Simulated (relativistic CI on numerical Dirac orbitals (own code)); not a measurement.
## d1 to d9 in one octahedral field

Computed with a parametric ligand-field model without spin-orbit coupling, by exact diagonalisation: B = 440, C = 1800, 10Dq = 27400 cm⁻¹ (Oh; |10Dq|/B = 62.3) for every shell. Energies in cm⁻¹; the field energy is (0.6 n_e − 0.4 n_t2) × 10Dq of the ground term; g labels are left out. So small a B with so large a field is typical of 4d and 5d ions, where spin-orbit coupling, left out here, reaches 1,000 to 4,000 cm⁻¹.

| Shell | Ground term | Electrons in e | Field energy | First spin-allowed bands | Lowest term of other spin |
| --- | --- | --- | --- | --- | --- |
| d1 | 2T2 | 0.000 | -10960 | 2E 27400 |  |
| d2 | 3T1 | 0.007 | -21730 | 3T2 26301, 3T1 31801 | 1T2 6375 |
| d3 | 4A2 | 0.000 | -32880 | 4T2 27400, 4T1 32386 | 2E 8932 |
| d4 | 3T1 | 0.011 | -43539 | 3E 25593, 3T1 26036 | 1T2 5550 |
| d5 | 2T2 | 0.021 | -54214 | 2A2 24916, 2T1 25074 | 4T1 18612 |
| d6 | ? | ? | ? | ? | ? |
| d7 | 2E | 1.011 | -49031 | 2T1 25923, 2T2 26382 | 4T1 18574 |
| d8 | 3A2 | 2.000 | -32880 | 3T2 27400, 3T1 32386 | 1E 7078 |
| d9 | 2E | 3.000 | -16440 | 2T2 27400 |  |

Fill in the row of d6.

Ground term: 1A1; Electrons in e: 0.016; Field energy: -65313; First spin-allowed bands: 1T1 26022, 1T2 32433; Lowest term of other spin: 3T1 22239. Low spin: d4, d5, d6, d7; the other shells keep the spin of the free ion. Only d4 to d7 can choose; the field needed to pair spins is smallest for d6 and largest for d5, which loses most exchange energy. In the strong-field picture 10Dq must exceed about 6B + 5C = 11640 (d4), 7.5B + 5C = 12300 (d5), 2.5B + 4C = 8300 (d6) and 4B + 4C = 8960 (d7); mixing of terms shifts these bounds somewhat.
